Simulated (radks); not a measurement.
The numbers below are computed, except where a source is named.
Neutral bismuth inside a hard spherical wall (all orbitals vanish at R), configuration held at [Hg] 6p3 and not refilled when levels cross. Code: a radial shooting solver on a logarithmic mesh with Libxc functionals. Model: scalar-relativistic Kohn-Sham, LDA (Slater exchange, VWN5 correlation), spin-polarised, spherical densities, finite nucleus; open shells are filled with parallel spins first (spin-orbit coupling, left out, can overturn this in heavy ions); Fermi nuclear charge, rms radius 5.5211 fm. Eigenvalues in eV for spin up, with the zero of energy where the potential of the charges vanishes at infinity; a dash marks a level that is unbound or too diffuse for the functional's potential to be trusted. A positive occupied level is held by the wall or, in an anion where self-interaction has pushed it up, behind a barrier. The pressure on the wall is -dE/dV.

R (bohr)  E (hartree)  kinetic (hartree)    e(5p)    e(5d)    e(6s)   e(6p)  e(7s, empty)  e(6d, empty)  pressure (GPa)
free      -21512.9104          24375.419  -95.822  -27.152  -15.166  -5.272        -0.724             -               0
20        -21512.9104          24375.419  -95.822  -27.152  -15.166  -5.272        -0.720         0.662        < 0.0001
10        -21512.9101          24375.422  -95.793  -27.123  -15.141  -5.249        -0.201         1.558         0.00967
8         -21512.9065          24375.452  -95.606  -26.940  -14.989  -5.096         0.954         2.543           0.172
7         -21512.8973          24375.516  -95.277  -26.620  -14.729  -4.810         2.458         3.623           0.757
5         -21512.7545          24376.284  -92.760  -24.215  -12.750  -2.213        12.827        10.003            18.8
3.5       -21511.6457          24381.201  -84.535  -16.587   -4.642   9.467        50.413        31.436             374
3         -21510.0484          24387.803  -77.326   -9.873    4.483  22.198        86.000        51.668            1290
2         -21491.6849          24456.185  -34.735   35.256   85.935  125.94        320.74        187.05           29100
1.5       -21435.2615          24640.698   43.179   128.92   286.72  356.70        766.22        447.11          233000
